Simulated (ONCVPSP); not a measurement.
**Plane-wave convergence, ONCV potential for gold (Au)**

ONCVPSP 4.0.1 input, shortened (lines: element, Z, core and valence counts, functional; n l f; lmax; l rc ep ncon nbas qcut; lloc lpopt rc5 dvloc0; l nproj debl; icmod fcfact rcfact), PBE, scalar-relativistic:

```
  Au 79.00   10    3        4      upf
    1    0    2.00
    2    0    2.00
    2    1    6.00
    3    0    2.00
    3    1    6.00
    3    2   10.00
    4    0    2.00
    4    1    6.00
    4    2   10.00
    4    3   14.00
    5    0    2.00
    5    1    6.00
    5    2    9.00
    2
    0    0.95    0.00    4    8    7.00
    1    1.20    0.00    4    8    5.60
    2    1.55    0.00    3    7    5.70
    4    5    0.70   -1.00
    0    2    2.60
    1    2    2.50
    2    1    0.70
    3    1.50    1.35
```

In the s channel the program set the typed energies aside and used -4.778, 0.250 Ha. In the p channel the program set the typed energies aside and used -2.988, 0.250 Ha.

Question: For each optimised wave give the share of its norm inside rc, the residual kinetic energy above qcut (Ha) and the cutoffs (Ha) for errors of 10, 1, 0.1 and 0.01 mHa per electron.

Answer:

```json
{"wave": "5s", "norm inside rc": "0.562", "residual KE": "3.6e-02", "10 mHa": "49.9", "1 mHa": "169.4", "0.1 mHa": "199.7", "0.01 mHa": "265.1"}
{"wave": "s projector 2", "norm inside rc": "0.022", "residual KE": "5.4e-03", "10 mHa": "21.8", "1 mHa": "49.7", "0.1 mHa": "179.1", "0.01 mHa": "266.9"}
{"wave": "5p", "norm inside rc": "0.682", "residual KE": "1.9e-02", "10 mHa": "36.5", "1 mHa": "129.6", "0.1 mHa": "151.2", "0.01 mHa": "209.0"}
{"wave": "p projector 2", "norm inside rc": "0.029", "residual KE": "2.4e-03", "10 mHa": "9.5", "1 mHa": "24.0", "0.1 mHa": "79.0", "0.01 mHa": "170.0"}
{"wave": "5d", "norm inside rc": "0.608", "residual KE": "4.0e-03", "10 mHa": "14.6", "1 mHa": "28.1", "0.1 mHa": "77.6", "0.01 mHa": "not reached"}
```

The occupied waves need 169 Ha and 200 Ha for 1 and 0.1 mHa. Note: ghosts flagged at negative energy: s at -449.5 eV; GHOST(+) flagged for p at 38.2 eV. A true bound ghost makes a file unfit for plane-wave use.
